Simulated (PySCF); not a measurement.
Compound: C4H13GaP2.
SMILES: `C=CC[P@@+](C)(P)[GaH3-]`

A linear-response calculation (PySCF, def2-SVPD basis, gas phase, vertical, core orbitals frozen in the response) gave these numbers; the functional is withheld.

Orbital energies (eV): HOMO-3 -9.30, HOMO-2 -8.96, HOMO-1 -8.89, HOMO -8.84, LUMO 0.21, LUMO+1 0.76, LUMO+2 0.96.

| state | E (eV) | f | main configurations (H = HOMO, L = LUMO) |
| --- | --- | --- | --- |
| S1 | 6.25 | 0.079 | H-2→L (50%), H→L (37%) |
| S2 | 6.54 | 0.080 | H-4→L (41%), H-1→L (27%) |
| S3 | 6.64 | 0.0072 | H-2→L (26%), H→L (21%), H-1→L (18%) |
| S4 | 6.72 | 0.0020 | H-4→L (35%), H-1→L (31%) |
| S5 | 6.76 | 0.0025 | H-2→L+2 (23%), H→L+2 (15%), H→L (12%) |
| S6 | 6.92 | 0.382 | H-3→L (68%) |

Triplets, Tamm–Dancoff:

| state | E (eV) | λ (nm) | main configurations (H = HOMO, L = LUMO) |
| --- | --- | --- | --- |
| T1 | 4.26 | 290.9 | H-3→L (37%), H-3→L+2 (13%), H-3→L+3 (13%) |
| T2 | 5.25 | 236.3 | H-4→L (29%), H→L (20%), H-2→L (16%) |
| T3 | 5.78 | 214.5 | H-4→L (28%), H-2→L (19%), H-4→L+3 (9%) |
| T4 | 5.88 | 210.7 | H-4→L+2 (44%), H-4→L+3 (8%) |

Vertical ionisation energy by ΔSCF with the same functional: 9.43 eV. Mean static polarisability: 139.8 au.

**Question.** Name the functional.
A. PBE0
B. CAM-B3LYP
C. HF
D. PBE

**Answer.** B. CAM-B3LYP is range-separated, 19% exact exchange at short range and 65% at long range (ω = 0.33 bohr⁻¹). In this run −ε(HOMO) = 8.84 eV differs from the ΔSCF value by -0.59 eV, and S1 differs from the orbital gap of 9.05 eV by -2.80 eV. The ratio −ε(HOMO)/IP is 0.94. Usual ranges for neutral molecules in this basis: 0.85 to 0.93 with CAM-B3LYP, 0.5 to 0.7 with PBE, 0.7 to 0.83 with PBE0; Hartree–Fock can't fall below 1, since the ion's relaxation only lowers the ΔSCF value.

Method used: PySCF, TDDFT CAM-B3LYP/def2-SVPD, vertical, gas phase, core orbitals frozen in the response. The structure is a single PBE0-D3(BJ)/def2-SVP conformer in the gas phase; no vibrational or solvent corrections. The CAM-B3LYP/def2-SVPD calculation is non-relativistic and has no spin–orbit coupling, an omission that weighs most on gallium.

On an Arm Neoverse V2 with one thread, no GPU, shared host with 96 logical CPUs at a one-minute load of 48, this took 13 min wall and 1.4 GiB of memory at its peak.

Conformer computed: `[CH2:1]=[CH:2][CH2:3][P@@+:4]([CH3:5])([PH2:6])[GaH3-:7]`: C1–C2–C3–P4 -113°, C2–C3–P4–C5 67°, H–P6–P4–C3 -83°, H–P6–P4–C3 -177°.
